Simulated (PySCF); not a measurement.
**Computed data sheet: `O([CH-]C#N)C(F)(C)F`**

Species: C4H4F2NO (charge -1).
Numbering: `[CH3:1][C:2]([F:3])([F:4])[O:5][CH-:6][C:7]#[N:8]` (hydrogens: H9, H10, H11 on C1; H12 on C6)

Geometry (GFN2-xTB, Å), atoms numbered from 1 in this order:
```xyz
12
C4H4F2NO angstrom
C     -1.1142    0.6170    0.0279
C     -0.6619   -0.8023   -0.2605
F     -1.6616   -1.6727    0.2618
F     -0.8320   -1.0469   -1.6239
O      0.5246   -1.1984    0.1055
C      1.2600   -0.2966    1.0440
C      1.9474    0.7378    0.4755
N      2.3775    1.7650    0.1125
H     -0.4044    1.3047   -0.4232
H     -1.1137    0.7647    1.1041
H     -2.1102    0.7577   -0.3854
H      1.7896   -0.9307    1.7483
```

From GFN2-xTB geometry:

| Property | Result |
| --- | --- |
| Point group of the GFN2-xTB geometry | C1 |
| Rotational constants A, B, C of the GFN2-xTB geometry | 4.183, 1.282, 1.217 GHz |

From PBE0/pcSseg-1 ground state and GIAO shieldings, non-relativistic (PySCF):

| Item | Value |
| --- | --- |
| HOMO energy | -0.29 eV |
| LUMO energy | 5.26 eV |
| HOMO–LUMO gap | 5.55 eV |
| Lowest Hirshfeld atomic charge | -0.40 e on N8 |
| Highest Hirshfeld atomic charge | +0.22 e on C2 |
| 13C chemical shifts (computed TMS as zero) by class | 143.5 (C7), 143.3 (C2), 98.8 (C6), 25.3 (C1) ppm |
| 1H chemical shifts (computed TMS as zero) by class | 5.63 (H12), 2.05 (H9/H10/H11) ppm |
| Isotropic shieldings of nuclei other than C and H, by class | -83 (N8), 234 (O5), 228 (F3/F4) ppm |
| Mayer bond orders between heavy atoms | C1–C2 1.07, C2–F3 0.87, C2–F4 0.91, C2–O5 1.22, O5–C6 0.75, C6–C7 1.30, C7–N8 2.85 |

Monoisotopic mass of the ion (most abundant isotopes, electron mass counted): 120.0266 u.

With B = h/(8π²I), that is 505.379 GHz u Å² over I, the principal moments of inertia are 120.8, 394.1 and 415.4 u Å² (most abundant isotopes). The rotational constants make it an asymmetric top with κ = (2B − A − C)/(A − C) = -0.96, nearer the prolate limit (−1).

The structure is a single GFN2-xTB conformer in the gas phase; no vibrational or solvent corrections. NMR classes are plain means over equivalent atoms (diastereotopic ones count apart unless rotation or inversion swaps them), as if these changed places fast; in this geometry the members of some classes differ. No diffuse functions stand in pcSseg-1, which bears on an anion's orbital energies.
